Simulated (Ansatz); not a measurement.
AlH4Cl2OF, closed shell: at the end structure of a reaction step.

in.yaml

```yaml
crystal:
  periodic: [false, false, false]
  atoms:
    - {symbol: Al, position_ang: [-0.667879, 0.548592, -0.569533]}
    - {symbol: H, position_ang: [-1.131623, -1.223035, 0.502789]}
    - {symbol: Cl, position_ang: [-1.676488, -0.299589, -2.182988]}
    - {symbol: Cl, position_ang: [-1.593090, 1.890307, 0.706933]}
    - {symbol: H, position_ang: [1.531218, -0.053686, 0.859928]}
    - {symbol: O, position_ang: [1.044158, 0.524689, -0.584887]}
    - {symbol: H, position_ang: [-0.509407, -1.049166, 0.908286]}
    - {symbol: F, position_ang: [1.482850, -0.504104, 1.694742]}
    - {symbol: H, position_ang: [1.520263, 0.165993, -1.335271]}
basis:
  gaussian: {orbitals: def2-TZVPP}
hamiltonian: {xc: {name: B3LYP}, dispersion: d4}
```

Command:

```bash
ansatz run in.yaml --threads 8 --pin off --events-out ev --progress --plain --max-ram 19148MiB
```

The run's output (Ansatz 0.2.0):

```
Functional definition: B3LYP
  name "B3LYP"
  cite "Stephens, Devlin, Chabalowski & Frisch, J. Phys. Chem. 98, 11623 (1994) doi:10.1021/j100096a001"
  cite "Becke, Phys. Rev. A 38, 3098 (1988) doi:10.1103/PhysRevA.38.3098"
  cite "Lee, Yang & Parr, Phys. Rev. B 37, 785 (1988) doi:10.1103/PhysRevB.37.785"
  cite "Vosko, Wilk & Nusair, Can. J. Phys. 58, 1200 (1980) doi:10.1139/p80-159"
  parameter a0 = 0.2
  parameter ax = 0.72
  parameter ac = 0.81
  exchange = (1 - a0 - ax)*slater_x + ax*b88_x + a0*exact_x
  correlation = (1 - ac)*vwn_rpa_c + ac*lyp_c
1462 factors; their error is unknown
mean field evaluation 1: about -36474.4940 eV, gradient 6.7e1 eV
mean field evaluation 2: about -36459.8144 eV, gradient 1.1e2 eV
mean field evaluation 4: about -36481.3686 eV, gradient 6.2e0 eV
mean field evaluation 8: about -36481.4208 eV, gradient 2.7e-1 eV
mean field evaluation 16: about -36481.4887 eV, gradient 2.2e-4 eV
mean field -36481.48868812 eV, -1340.6699812473 hartree, gradient 4.7e-5 eV, S^2 0.000000; 0 other end points of the search recorded, 0 dependent functions left out
reference -36481.48895861 eV, -1340.6699911875 hartree; 34, 34 occupied and 210, 210 virtual orbitals, 1462 factors
Total energy: -36481.81555909 eV, -1340.6819935339 hartree
```

The lines “mean field evaluation” count trial sets of orbitals through the whole run, from several starts and some on an approximate energy, so they need not fall steadily or lie above the final value.

The run took about 1.7 s on 8 CPU threads of an Intel Xeon Platinum 8488C (shared host).
